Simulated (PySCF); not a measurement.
PySCF input file for Rh(acac)(CO)2 (C7H7O4Rh), SMILES [O+]#[C-]->[Rh]1(<-[C-]#[O+])<-[O]=C(C=C(C)[O]1)C, multiplicity 1, TDA-B3LYP/def2-SVP. Geometry optimised at B3LYP-D3(BJ)/def2-SVP. The multiplicity is an assumed one; other spin states were not compared. The isomer is the one that the SMILES or the coordinates give; other isomers of the formula were not compared. The def2 effective core potentials stand for the cores of Rh; spin–orbit coupling is left out. Other conformers were not sampled.

```python
import numpy as np
from pyscf import gto, scf, dft, tdscf

mol = gto.M(
    atom='''
    Rh    0.00000000   -0.00000000   -0.76676730
    C     0.00000000    2.51356249    2.77504484
    C     0.00000000    1.24794121    1.95325243
    C    -0.00000000   -0.00000000    2.59994266
    C    -0.00000000   -1.24794122    1.95325243
    C     0.00000000   -2.51356248    2.77504484
    O    -0.00000001   -1.43524612    0.69247568
    O    -0.00000000    1.43524611    0.69247568
    H     0.00000000    2.31834120    3.85502868
    H    -0.88467473    3.11481899    2.51158932
    H     0.88467474    3.11481899    2.51158932
    H     0.00000000   -0.00000000    3.68919165
    H    -0.88467474   -3.11481899    2.51158932
    H     0.00000001   -2.31834120    3.85502868
    H     0.88467474   -3.11481899    2.51158932
    O     0.00000000   -2.16948228   -2.84669124
    C     0.00000000   -1.33111323   -2.06773766
    O    -0.00000000    2.16948229   -2.84669124
    C     0.00000000    1.33111323   -2.06773765
    ''',
    basis='def2-SVP',
    ecp={'Rh': 'def2-svp'},
    charge=0,
    spin=0,
    symmetry=True,
    max_memory=1600,
    verbose=4,
)
mf = dft.RKS(mol, xc='b3lyp').density_fit(auxbasis='def2-universal-jkfit')
mf.grids.level = 3
mf.conv_tol = 1e-9
mf.max_cycle = 100
mf.kernel()
mf.grids = dft.Grids(mol).set(level=1).build(with_non0tab=True)  # coarser grid for the response kernel
td = tdscf.TDA(mf)
td.singlet = True
td.nstates = 6
td.conv_tol = 1e-4
td.kernel(x0=td.get_init_guess(mf, 11))
td.analyze()
tt = tdscf.TDA(mf)
tt.singlet = False
tt.nstates = 2
tt.conv_tol = 1e-4
tt.kernel(x0=tt.get_init_guess(mf, 7))
tt.analyze(verbose=3)
```

It prints:

```
PySCF version 2.14.0

[INPUT] verbose = 4
[INPUT] num. atoms = 19
[INPUT] num. electrons = 98
[INPUT] charge = 0
[INPUT] spin (= nelec alpha-beta = 2S) = 0
[INPUT] symmetry True subgroup None
[INPUT] Mole.unit = angstrom
[INPUT] Symbol           X                Y                Z      unit          X                Y                Z       unit  Magmom
[INPUT]  1 Rh     0.000000000000   0.000000000000  -0.766767300000 AA    0.000000000000   0.000000000000  -1.448980198272 Bohr   0.0
[INPUT]  2 C      0.000000000000   2.513562490000   2.775044840000 AA    0.000000000000   4.749944703080   5.244074730987 Bohr   0.0
[INPUT]  3 C      0.000000000000   1.247941210000   1.953252430000 AA    0.000000000000   2.358267106458   3.691112144841 Bohr   0.0
[INPUT]  4 C      0.000000000000   0.000000000000   2.599942660000 AA    0.000000000000   0.000000000000   4.913179566973 Bohr   0.0
[INPUT]  5 C      0.000000000000  -1.247941220000   1.953252430000 AA    0.000000000000  -2.358267125356   3.691112144841 Bohr   0.0
[INPUT]  6 C      0.000000000000  -2.513562480000   2.775044840000 AA    0.000000000000  -4.749944684183   5.244074730987 Bohr   0.0
[INPUT]  7 O     -0.000000010000  -1.435246120000   0.692475680000 AA   -0.000000018897  -2.712222088145   1.308589383122 Bohr   0.0
[INPUT]  8 O      0.000000000000   1.435246110000   0.692475680000 AA    0.000000000000   2.712222069247   1.308589383122 Bohr   0.0
[INPUT]  9 H      0.000000000000   2.318341200000   3.855028680000 AA    0.000000000000   4.381029931296   7.284948407544 Bohr   0.0
[INPUT] 10 H     -0.884674730000   3.114818990000   2.511589320000 AA   -1.671792949024   5.886154818694   4.746215952183 Bohr   0.0
[INPUT] 11 H      0.884674740000   3.114818990000   2.511589320000 AA    1.671792967921   5.886154818694   4.746215952183 Bohr   0.0
[INPUT] 12 H      0.000000000000   0.000000000000   3.689191650000 AA    0.000000000000   0.000000000000   6.971561839532 Bohr   0.0
[INPUT] 13 H     -0.884674740000  -3.114818990000   2.511589320000 AA   -1.671792967921  -5.886154818694   4.746215952183 Bohr   0.0
[INPUT] 14 H      0.000000010000  -2.318341200000   3.855028680000 AA    0.000000018897  -4.381029931296   7.284948407544 Bohr   0.0
[INPUT] 15 H      0.884674740000  -3.114818990000   2.511589320000 AA    1.671792967921  -5.886154818694   4.746215952183 Bohr   0.0
[INPUT] 16 O      0.000000000000  -2.169482280000  -2.846691240000 AA    0.000000000000  -4.099727341297  -5.379466804799 Bohr   0.0
[INPUT] 17 C      0.000000000000  -1.331113230000  -2.067737660000 AA    0.000000000000  -2.515439445485  -3.907457874849 Bohr   0.0
[INPUT] 18 O      0.000000000000   2.169482290000  -2.846691240000 AA    0.000000000000   4.099727360194  -5.379466804799 Bohr   0.0
[INPUT] 19 C      0.000000000000   1.331113230000  -2.067737650000 AA    0.000000000000   2.515439445485  -3.907457855952 Bohr   0.0

nuclear repulsion = 783.623617969873
point group symmetry = C2v
symmetry origin: [-8.99869583e-10 -2.11471052e-17  2.54963040e-09]
symmetry axis x: [ 1.00000000e+00 -4.53985255e-10 -1.80023811e-11]
symmetry axis y: [-4.53985255e-10 -1.00000000e+00 -8.15372671e-10]
symmetry axis z: [ 1.80023807e-11 -8.15372653e-10  1.00000000e+00]
num. orbitals of irrep A1 = 83
num. orbitals of irrep A2 = 30
num. orbitals of irrep B1 = 37
num. orbitals of irrep B2 = 70
number of shells = 98
number of NR pGTOs = 370
number of NR cGTOs = 220
basis = def2-SVP
ecp = {'Rh': 'def2-svp'}


[settings echo left out]
init E= -673.445850689373
HOMO (B2) = -0.521072128564144  LUMO (B1) = -0.495532196798544  gap/eV = 0.69498
cycle= 1 E= -679.055781124781  delta_E= -5.61  |g|= 2.83  |ddm|= 6.34
HOMO (B1) = 0.0253251373224926  LUMO (A2) = 0.033260372369638  gap/eV = 0.21593
cycle= 2 E= -626.364196821762  delta_E= 52.7  |g|= 11.6  |ddm|= 82.9
HOMO (A2) = -0.0615891115393254  LUMO (B2) = -0.0444697557622158  gap/eV = 0.46584
cycle= 3 E= -672.21089998283  delta_E= -45.8  |g|= 5.11  |ddm|=   82
HOMO (B2) = -0.243321792040243  LUMO (A2) = -0.0812637162393775  gap/eV = 4.40982
cycle= 4 E= -681.345336272736  delta_E= -9.13  |g|= 1.86  |ddm|= 5.71
HOMO (A1) = -0.162071497624709  LUMO (A2) = -0.0540131977886328  gap/eV = 2.94042
cycle= 5 E= -681.980462640775  delta_E= -0.635  |g|= 0.835  |ddm|=  2.3
HOMO (A1) = -0.205672191141769  LUMO (A2) = -0.0596388380226298  gap/eV = 3.97377
cycle= 6 E= -682.045314072343  delta_E= -0.0649  |g|= 0.62  |ddm|= 0.779
HOMO (A1) = -0.207855852579161  LUMO (A2) = -0.0604920913973439  gap/eV = 4.00997
cycle= 7 E= -682.086387957114  delta_E= -0.0411  |g|= 0.42  |ddm|= 0.35
HOMO (A1) = -0.200802621360751  LUMO (A2) = -0.0565165675291951  gap/eV = 3.92622
cycle= 8 E= -682.083955040998  delta_E= 0.00243  |g|= 0.432  |ddm|= 0.107
HOMO (A1) = -0.202230529281142  LUMO (A2) = -0.0562224206849079  gap/eV = 3.97308
cycle= 9 E= -682.085834794953  delta_E= -0.00188  |g|= 0.422  |ddm|= 0.017
HOMO (A1) = -0.220940047292533  LUMO (A2) = -0.0624842623566683  gap/eV = 4.31180
cycle= 10 E= -682.107968173749  delta_E= -0.0221  |g|= 0.281  |ddm|= 0.239
HOMO (A1) = -0.234714249268052  LUMO (B1) = -0.0574012303091731  gap/eV = 4.82493
cycle= 11 E= -682.12358124081  delta_E= -0.0156  |g|= 0.072  |ddm|= 0.221
HOMO (A1) = -0.235546513651009  LUMO (B1) = -0.0553522746143487  gap/eV = 4.90333
cycle= 12 E= -682.124752309672  delta_E= -0.00117  |g|= 0.0109  |ddm|= 0.0687
HOMO (A1) = -0.236000439695975  LUMO (B1) = -0.0556140761591406  gap/eV = 4.90856
cycle= 13 E= -682.124779486003  delta_E= -2.72e-05  |g|= 0.00357  |ddm|= 0.0135
HOMO (A1) = -0.23606599436393  LUMO (B1) = -0.055755331722759  gap/eV = 4.90650
cycle= 14 E= -682.12478287882  delta_E= -3.39e-06  |g|= 0.000759  |ddm|= 0.00522
HOMO (A1) = -0.236073185629238  LUMO (B1) = -0.0558077005307047  gap/eV = 4.90527
cycle= 15 E= -682.124783074281  delta_E= -1.95e-07  |g|= 0.000251  |ddm|= 0.00132
HOMO (A1) = -0.236041681787594  LUMO (B1) = -0.0557920026707817  gap/eV = 4.90484
cycle= 16 E= -682.124783090908  delta_E= -1.66e-08  |g|= 0.000179  |ddm|= 0.000504
HOMO (A1) = -0.236032373196046  LUMO (B1) = -0.0557869535559714  gap/eV = 4.90473
cycle= 17 E= -682.124783098597  delta_E= -7.69e-09  |g|= 3.15e-05  |ddm|= 0.000205
HOMO (A1) = -0.236034328843985  LUMO (B1) = -0.0557901424269831  gap/eV = 4.90469
cycle= 18 E= -682.124783098561  delta_E= 3.59e-11  |g|= 3.9e-05  |ddm|= 6.85e-05
HOMO (A1) = -0.23603431661828  LUMO (B1) = -0.0557891650794291  gap/eV = 4.90472
cycle= 19 E= -682.124783098876  delta_E= -3.14e-10  |g|= 4.1e-06  |ddm|= 3.46e-05
HOMO (A1) = -0.236034293827334  LUMO (B1) = -0.0557894008135529  gap/eV = 4.90471
Extra cycle  E= -682.124783098867  delta_E= 8.19e-12  |g|= 8.41e-06  |ddm|= 9.61e-06
converged SCF energy = -682.124783098867
tot grids = 82456


******** <class 'pyscf.tdscf.rks.TDA'> for <class 'pyscf.df.df_jk.DFSymAdaptedRKS'> ********
nstates = 6 singlet
deg_eia_thresh = 1.000e-03
wfnsym = None
conv_tol = 0.0001
eigh lindep = 1e-12
eigh level_shift = 0
eigh max_cycle = 100


Excitation energies (eV)
[3.66980275 3.67715829 3.91095241 4.18733451 4.27434213 4.39865507]

** Singlet excitation energies and oscillator strengths **
Excited State   1:   B1      3.66980 eV    337.85 nm  f=0.0431
      47 -> 52        0.10569
      49 -> 50       -0.69250
Excited State   2:   B2      3.67716 eV    337.17 nm  f=0.0088
      49 -> 52       -0.68243
      49 -> 55       -0.13734
Excited State   3:   A2      3.91095 eV    317.02 nm  f=0.0000
      49 -> 51       -0.70480
Excited State   4:   A2      4.18733 eV    296.09 nm  f=0.0000
      46 -> 52        0.24617
      48 -> 52        0.64933
Excited State   5:   A1      4.27434 eV    290.07 nm  f=0.0478
      48 -> 50        0.46686
      49 -> 53        0.50666
Excited State   6:   A1      4.39866 eV    281.87 nm  f=0.0285
      45 -> 53        0.10789
      48 -> 50       -0.49308
      49 -> 53        0.48217

** Transition electric dipole moments (AU) **
state          X           Y           Z        Dip. S.      Osc.
  1        -0.6927      0.0000      0.0000      0.4798      0.0431
  2         0.0000     -0.3134     -0.0000      0.0982      0.0088
  3         0.0000      0.0000     -0.0000      0.0000      0.0000
  4         0.0000      0.0000     -0.0000      0.0000      0.0000
  5        -0.0000     -0.0000      0.6759      0.4569      0.0478
  6         0.0000      0.0000     -0.5146      0.2648      0.0285

WARN: ECP detected. Skipping calculation of transition velocity and magnetic dipole moments, which have not yet been implemented.



******** <class 'pyscf.tdscf.rks.TDA'> for <class 'pyscf.df.df_jk.DFSymAdaptedRKS'> ********
nstates = 2 triplet
deg_eia_thresh = 1.000e-03
wfnsym = None
conv_tol = 0.0001
eigh lindep = 1e-12
eigh level_shift = 0
eigh max_cycle = 100


Excitation energies (eV)
[2.97922136 3.15046572]

** Triplet excitation energies and oscillator strengths **
Excited State   1:   B2      2.97922 eV    416.16 nm  f=0.0000
Excited State   2:   B1      3.15047 eV    393.54 nm  f=0.0000
```

The calculation finished and met its thresholds.

Cost: about 9 core-minutes (a rough figure).
